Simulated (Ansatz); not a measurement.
Start from `[F][Nb]([F])([F])([Cl])[Cl]` and change one atom or group to get `[F][Nb]([F])([Cl])([Cl])[Cl]`.

Ansatz, PBE0-D4/def2-TZVP geometries, multiplicity 1. 

Elements past krypton have def2 core potentials.

```
                                        property  `[F][Nb]([F])([F])([Cl])[Cl]`
           HOMO energy (ωB97M-V/def2-TZVPP) / eV                         -11.92
size of the dipole moment (B3LYP/def2-TZVPP) / D                           0.91
             HOMO energy (B3LYP/def2-TZVPP) / eV                          -9.47
           HOMO–LUMO gap (B3LYP/def2-TZVPP) / eV                           5.25
              HOMO energy (PBE0/def2-TZVPP) / eV                          -9.75
           LUMO energy (ωB97M-V/def2-TZVPP) / eV                          -1.93
```

**Question.** Give the same properties after the change, and the shifts. (Estimate.)

**Answer.** Ansatz gave: 
```tsv
property	`[F][Nb]([F])([Cl])([Cl])[Cl]`	shift
HOMO energy (ωB97M-V/def2-TZVPP) / eV	-11.77	0.15
size of the dipole moment (B3LYP/def2-TZVPP) / D	0.88	-0.03
HOMO energy (B3LYP/def2-TZVPP) / eV	-9.34	0.13
HOMO–LUMO gap (B3LYP/def2-TZVPP) / eV	4.82	-0.43
HOMO energy (PBE0/def2-TZVPP) / eV	-9.62	0.13
LUMO energy (ωB97M-V/def2-TZVPP) / eV	-2.35	-0.42
```

With PBE0 the HOMO rises by 0.13 eV and the LUMO falls by 0.32 eV, so the gap narrows by about 0.45 eV. PBE moves the HOMO by 0.10 eV and ωB97M-V by 0.15 eV. Dipoles are sizes alone; their direction can turn.

B3LYP here is the variant with VWN-RPA as its local correlation; programs differ in this.
